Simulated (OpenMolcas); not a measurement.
Tc5+ among 4 point charges of -2.5 e arranged as a tetrahedron (Td).

* Program: OpenMolcas 26.06
* Method: SS-CASPT2, IPEA 0.25 Eh, imaginary shift 0.1 Eh (closed shells correlated: 4s 4p)
* Basis: ANO-RCC-VDZP [6s5p3d1f]
* Scalar Hamiltonian: DKH2, point nucleus
* Active space: 2 electrons in 5 orbitals (4d)
* State averaging: 2S+1 = 3 even, 10 roots; 2S+1 = 1 even, 15 roots
* Spin-orbit coupling: RASSI with atomic mean-field integrals over the reference wave functions

All point charges move together. At R = 1.67 Å the first state of the same spin is 7060 cm-1, and at R = 1.78 Å it is 5500 cm-1.

**Question.** A third run gives 3740 cm-1. What distance was it run at?

**Answer.** With a power law R^-n the two known points give n = -ln(5500 / 7060) / ln(1.78 / 1.67) = 3.91. Then R = 1.67 × (7060 / 3740)^(1/3.91) = 1.965 Å. The run was at 1.94 Å, so the estimate is off by +0.025 Å.

Roots that are degenerate in the reference are averaged as groups; the widest CASPT2 spread within a group is 350 cm-1 (the 3-fold group of multiplicity 1 near 17300 cm-1 above the lowest state of its run, R = 1.78). Shifts and gaps below about the spread of the groups concerned are not significant. Free-ion shares, where given, are those of the reference states; single-state CASPT2 does not remix them. This is an electrostatic model: the charges have no orbitals. No measured value stands beside these numbers.
